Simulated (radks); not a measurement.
Q: Valence configurations of Sb IV (all share [Kr]). All-electron calculation, scalar-relativistic Kohn-Sham, PBE, spin-unpolarised, spherical densities, point nucleus. Program: a radial shooting solver on a logarithmic mesh with Libxc functionals. Order these by energy: 4d10 5s1 5p1; 4d8 5s1 5p3; 4d10 5s2; 4d10 5p2; 4d10 5s1.5 5p0.5; 4d9.5 5s1 5p1.5; 4d9.5 5s2 5p0.5; 4d9 5s2 5p1; 4d8 5s2 5p2.

A: From the lowest, in eV above it: 4d10 5s2 0.000; 4d10 5s1.5 5p0.5 5.037; 4d10 5s1 5p1 10.102; 4d9.5 5s2 5p0.5 17.523; 4d10 5p2 20.314; 4d9.5 5s1 5p1.5 27.939; 4d9 5s2 5p1 36.194; 4d8 5s2 5p2 77.020; 4d8 5s1 5p3 88.350. NIST lists [Kr] 4d10 5s2 as the ground configuration; this level of theory agrees among the configurations tried. The energies are those of spherical spin-averaged densities, not of single terms.
